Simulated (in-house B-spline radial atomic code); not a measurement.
RPA and G0W0 on HSE06: Zr⁴⁺

Configuration [Ar] 3d10 4s2 4p6, mean-field start HSE06. Computed with a B-spline radial code for spherical atoms: all electrons, non-relativistic, point nucleus, each spin shell either full or empty, empty states to l = 9 with an (l + 1/2)⁻⁴ tail; G0W0 by contour deformation at full frequency.

Without relativity these are model numbers: it shifts the levels of so heavy an element strongly and can reorder them.

Command:
```bash
python run_gw.py task.json out
```
Settings (radii: box in bohr, nucleus in fm):
```
Z                        40
electrons                36
configuration            [Ar] 3d10 4s2 4p6
hamiltonian              nr
method                   hse06
lmax                     9
spin_polarised           False
box_radius               11.96
intervals                51
```

Time taken, with all properties: 1.4 s on 1 thread of AMD EPYC 7R13 Processor (shared host).

Energies (hartree):

```csv
term,value
mean-field total,-3537.70868
Hartree-Fock functional on these orbitals,-3536.28505
direct second order,-2.9747
second-order exchange,0.85212
SOSEX correction,0.79481
```

Task: What is the RPA correlation energy, and what remains with SOSEX?

Result: RPA gives -2.6409 hartree (-2 eV per electron); RPA + SOSEX gives -1.8461, and the second-order doubles -2.1226 hartree (no singles). SOSEX takes back 30 % of the RPA value.

Quasi-particle levels (eV):

```csv
level,occupied,mean field,Σx - vxc,Σc,QP weight,G0W0
4p,yes,-74.36,-5.81,?,?,?
3d,yes,-227.28,-19.97,6.99,0.895,-240.26
4d,no,-39.64,6.55,-2.06,0.968,-35.15
```

G0W0 = mean field + (Σx - vxc) + Σc, with Σc (partial-wave tail included) taken at the quasi-particle energy. Only the outer levels were computed. Levels of low weight are left out.

Task: Where does G0W0 put 4p?

Result: At -80.79 eV, with Σc = -0.61 eV and a quasi-particle weight of 0.953. The tabulated removal energy is 80.348 ± 0.007 eV (NIST, semi-empirical); the calculation leaves out relativity, Breit and QED terms, and what these don't explain is the method's own error.
